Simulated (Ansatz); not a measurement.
Cost and result for the atomization energy of FGeHS (`[F][Ge][SH]`) (4 atoms, 3 bonds).

The species carries charge 0 and has multiplicity 1. Correlated methods include outer-core shells of Ge, which these sets cover unevenly. Scalar relativity is left out up to krypton. The structure was optimised at the PBE0-D4/def2-TZVP level. It is one conformer, not always the lowest. Program: Ansatz. All runs use 4 threads of an Arm Neoverse V1 on a shared host. Times are those of one run each, without the atoms' runs, and a repeat can differ threefold. Electronic energies, without spin–orbit coupling; frozen cores. CCSD(T)/CBS adds CCSD(T) − MP2 in def2-TZVPP to the MP2 limit, and its time is that of the two runs behind it. T1 = 0.015. With those shells the extrapolation isn't a true limit. HSE06 is the plane-wave form, built on full-range PBE exchange.

CCSD(T)/CBS is a level of theory with its own doubt, some kJ/mol a heavy atom from the limit and from the frozen cores, so smaller differences don't rank the functionals.

| level | functions | wall time |
| --- | --- | --- |
| LDA (SPW92)/def2-TZVPP | 135 | 0.45 s |
| revPBE-D4/def2-TZVPP | 135 | 0.7 s |
| BLYP-D4/def2-TZVPP | 135 | 0.7 s |
| CCSD(T)/def2-SVP | 69 | 0.85 s |
| HSE06-D4/def2-TZVPP | 135 | 1 s |
| CAM-B3LYP-D4/def2-TZVPP | 135 | 1.1 s |
| B2PLYP/def2-TZVPP | 135 | 1.6 s |
| r2SCAN-D4/def2-TZVPP (with forces) | 135 | 1.9 s |
| r2SCANh-D4/def2-TZVPP | 135 | 2 s |
| B97M-V/def2-TZVPP | 135 | 2.5 s |
| CCSD(T)/def2-TZVPP | 135 | 9 s |
| CCSD(T)/def2-QZVPP | 246 | 110 s |
| CCSD(T)/CBS(def2) | – | 2 min |

Q: What atomization energy does each give, and how far from CCSD(T)/CBS? (Best estimate.)

A: Ansatz gave: 
| level | atomization (kJ/mol) | difference from CCSD(T)/CBS | per bond |
| --- | --- | --- | --- |
| LDA (SPW92)/def2-TZVPP | 1461.4 | 222.4 | 74.2 |
| revPBE-D4/def2-TZVPP | 1232.0 | -7.0 | -2.3 |
| BLYP-D4/def2-TZVPP | 1250.1 | 11.1 | 3.7 |
| CCSD(T)/def2-SVP | 1103.2 | -135.8 | -45.3 |
| HSE06-D4/def2-TZVPP | 1219.2 | -19.8 | -6.6 |
| CAM-B3LYP-D4/def2-TZVPP | 1225.1 | -13.9 | -4.6 |
| B2PLYP/def2-TZVPP | 1213.1 | -25.9 | -8.6 |
| r2SCAN-D4/def2-TZVPP (with forces) | 1242.5 | 3.5 | 1.2 |
| r2SCANh-D4/def2-TZVPP | 1222.3 | -16.7 | -5.6 |
| B97M-V/def2-TZVPP | 1253.8 | 14.8 | 4.9 |
| CCSD(T)/def2-TZVPP | 1188.4 | -50.6 | -16.8 |
| CCSD(T)/def2-QZVPP | 1220.9 | -18.1 | -6.0 |
| CCSD(T)/CBS(def2) | 1239.0 | 0.0 | 0.0 |

In def2-TZVPP, CCSD(T) changes the Hartree–Fock value by +381.3 kJ/mol (the triples alone add +32.5 kJ/mol) and MP2 by +416.9 kJ/mol; breaking electron pairs costs correlation energy, which Hartree–Fock lacks. At CCSD(T), def2-SVP lies −135.8 kJ/mol from the extrapolated value and def2-TZVPP −50.5 kJ/mol: correlation converges slowly with the basis, and small sets miss more of it in the bonded molecule than in its fragments. From PBE to PBE0 (25 % exact exchange), in def2-TZVPP and without D4, the atomization energy moves by −53.3 kJ/mol: exact exchange takes away binding that semilocal exchange gives to molecules.
